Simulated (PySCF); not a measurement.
Worked example: dipole moment from atomic charges

MoO2Cl2, SMILES [O]=[Mo](=[O])([Cl])[Cl], multiplicity 1. Atoms are numbered in the order given.

```xyz
5

Mo     0.0000     0.0000     0.2920
O      0.0000     1.3518     1.3011
O      0.0000    -1.3518     1.3011
Cl    -1.8837     0.0000    -0.9730
Cl     1.8837     0.0000    -0.9730
```
Charge 0, spin multiplicity 1.

Geometry: PBE-D3(BJ)/def2-SVP. The multiplicity is an assumed one; no other spin state was optimised. The isomer is the one that the SMILES or the coordinates give; other isomers of the formula were not compared. The def2 effective core potentials stand for the cores of Mo; spin–orbit coupling is left out.

Charges (e) from CAM-B3LYP/def2-TZVP (PySCF):

```
atom  ESP fit  Mulliken
----  -------  --------
Mo1     0.696     1.571
O2     -0.254    -0.481
O3     -0.254    -0.481
Cl4    -0.094    -0.304
Cl5    -0.094    -0.304
```

The dipole moment of the full density is 1.29 D.

Question: What dipole moment does each set of point charges give, and which comes closer to that of the density?

Answer: 
μ = Σ q r, and 1 e Å = 4.8032 D.
ESP fit: Σ q r = (0.000, 0.000, -0.275) e Å, |μ| = 1.32 D.
Mulliken: Σ q r = (0.000, 0.000, -0.201) e Å, |μ| = 0.97 D.
ESP fit comes closer in size. Point charges leave out the atoms' own dipoles (lone pairs, polarised bonds); fits to the potential absorb them, partitions of the density don't.
